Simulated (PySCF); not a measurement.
## RuF: energy against distance

Set-up: PySCF, scalar-relativistic core potentials, basis sets Ru def2-TZVPP with ECP28, F def2-TZVPP. Energies in eV from Ru (4d7 5s1) + F in their ground configurations at the same level. State: quartet, unpaired electrons σ ↑, π ↑, δ ↑, a mixture of terms (⟨Lz²⟩ = 4.6).

All columns are PBE0. A positive dipole means Ru(−)F(+).

```tsv
R (Å)	E (eV)	μ (D)	Mulliken charge on Ru (basis-dependent)	HOMO (eV)	LUMO (eV)	Mayer bond order	⟨S²⟩
1.635	-2.888	-2.31	0.39	-5.10	-2.43	1.04	3.76
1.711	-3.511	-2.97	0.43	-5.29	-2.46	0.97	3.76
1.787	-3.839	-3.59	0.46	-5.43	-2.49	0.92	3.77
1.844	-3.950	-4.02	0.49	-5.53	-2.54	0.88	3.77
1.901	-3.978	-4.41	0.51	-5.62	-2.71	0.84	3.77
1.958	-3.946	-4.79	0.52	-5.70	-2.85	0.81	3.77
2.034	-3.837	-5.25	0.55	-5.82	-3.03	0.78	3.76
2.129	-3.630	-5.78	0.57	-5.97	-3.22	0.74	3.76
2.243	-3.327	-6.37	0.59	-6.15	-3.43	0.71	3.76
2.395	-2.890	-7.06	0.60	-6.39	-3.68	0.68	3.77
```

A fit through these points gives, at Re = 1.896 Å, μ = -4.38 D and dμ/dR = -6.80 D/Å; the reduced mass is 16.01 u.

Problem. How strong is the fundamental in the double-harmonic approximation, I = 42.26·(dμ/dR)²/μred km/mol?

Solution. I = 42.26·(-6.80)²/16.01 = 122 km/mol at PBE0.

The metal atom is held in its measured ground configuration; semilocal functionals can put another filling of s and d lower by some tenths of an eV, and De to that atom would be smaller. These are scalar-relativistic numbers at best; spin–orbit coupling would shift them, the dissociation energy most. The state is the lowest single determinant that the PBE0 search found; with open d or f shells the true ground state can be another one.
